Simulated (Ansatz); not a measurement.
Geometry optimisation, Ansatz 0.2.0, RHF/6-31G*.

The input (input.yaml):

```yaml
crystal:
  periodic: [false, false, false]
  atoms:
    - { symbol: B, position_ang: [0.122914, 0.053806, 0.172186] }
    - { symbol: C, position_ang: [-0.154046, 0.284744, 1.725768] }
    - { symbol: H, position_ang: [-1.147581, -0.027909, 2.034901] }
    - { symbol: H, position_ang: [0.582295, -0.204359, 2.354597] }
    - { symbol: H, position_ang: [-0.081009, 1.350442, 1.94418] }
    - { symbol: O, position_ang: [1.375145, -0.292722, -0.230798] }
    - { symbol: H, position_ang: [1.428028, -0.354267, -1.175261] }
    - { symbol: O, position_ang: [-0.78838, 0.351776, -0.800552] }
    - { symbol: H, position_ang: [-1.653299, 0.549358, -0.473297] }
    - { symbol: "N", position_ang: [-0.344725, -2.570637, 0.870237] }
    - { symbol: H, position_ang: [-0.892521, -3.38365, 1.083914] }
    - { symbol: H, position_ang: [0.569606, -2.883253, 0.602264] }
    - { symbol: H, position_ang: [-0.229528, -2.037329, 1.737661] }
basis:
  gaussian: { orbitals: "6-31G*" }
hamiltonian:
  xc: hf
relax:
  f_tol: 0.03
  max_steps: 50
output:
  orbitals: {}
```

Command:

```bash
$ ansatz run input.yaml --threads 1 --pin off --max-ram 2048MiB --backend cpu --events-out ev --progress --plain --runs-dir out
```

Q: Where does it end, and by what steps?

A: The run converged. The force dipped under the threshold on the way, but the program's further checks kept it going. After 36 steps the energy has fallen by 0.183 eV; H13 moved furthest, 1.44 Å.

```json
{"step": "0", "energy less start (eV)": "0.0000", "largest force component (eV/Å)": "0.946", "accepted": "yes"}
{"step": "2", "energy less start (eV)": "-0.0912", "largest force component (eV/Å)": "1.128", "accepted": "no"}
{"step": "4", "energy less start (eV)": "-0.1376", "largest force component (eV/Å)": "0.292", "accepted": "yes"}
{"step": "6", "energy less start (eV)": "-0.1637", "largest force component (eV/Å)": "0.140", "accepted": "yes"}
{"step": "8", "energy less start (eV)": "-0.1688", "largest force component (eV/Å)": "0.148", "accepted": "yes"}
{"step": "10", "energy less start (eV)": "-0.1716", "largest force component (eV/Å)": "0.086", "accepted": "yes"}
{"step": "12", "energy less start (eV)": "-0.1751", "largest force component (eV/Å)": "0.051", "accepted": "yes"}
{"step": "14", "energy less start (eV)": "-0.1588", "largest force component (eV/Å)": "0.729", "accepted": "no"}
{"step": "16", "energy less start (eV)": "-0.1776", "largest force component (eV/Å)": "0.029", "accepted": "yes"}
{"step": "18", "energy less start (eV)": "-0.1783", "largest force component (eV/Å)": "0.054", "accepted": "yes"}
{"step": "20", "energy less start (eV)": "-0.1790", "largest force component (eV/Å)": "0.083", "accepted": "yes"}
{"step": "22", "energy less start (eV)": "-0.1795", "largest force component (eV/Å)": "0.046", "accepted": "yes"}
{"step": "24", "energy less start (eV)": "-0.1798", "largest force component (eV/Å)": "0.085", "accepted": "yes"}
{"step": "26", "energy less start (eV)": "-0.1803", "largest force component (eV/Å)": "0.054", "accepted": "yes"}
{"step": "28", "energy less start (eV)": "-0.1807", "largest force component (eV/Å)": "0.036", "accepted": "yes"}
{"step": "30", "energy less start (eV)": "-0.1811", "largest force component (eV/Å)": "0.068", "accepted": "yes"}
{"step": "32", "energy less start (eV)": "-0.1817", "largest force component (eV/Å)": "0.036", "accepted": "yes"}
{"step": "34", "energy less start (eV)": "-0.1821", "largest force component (eV/Å)": "0.086", "accepted": "yes"}
{"step": "36", "energy less start (eV)": "-0.1825", "largest force component (eV/Å)": "0.027", "accepted": "yes"}
```

```xyz
13
Properties=species:S:1:pos:R:3
B 0.149 0.233 0.172
C -0.078 0.646 1.684
H -0.736 -0.077 2.160
H 0.852 0.660 2.241
H -0.545 1.624 1.782
O 1.287 -0.421 -0.190
H 1.296 -0.607 -1.120
O -0.743 0.503 -0.824
H -1.533 0.929 -0.526
N -0.483 -2.966 1.140
H -0.744 -3.657 0.462
H 0.399 -2.583 0.855
H -0.335 -3.446 2.009
```

Whether the end is a true minimum wasn't checked by a vibrational analysis.

The run took 74 s on 1 thread of Arm Neoverse V2, on a shared host, peak memory 0.17 GiB.
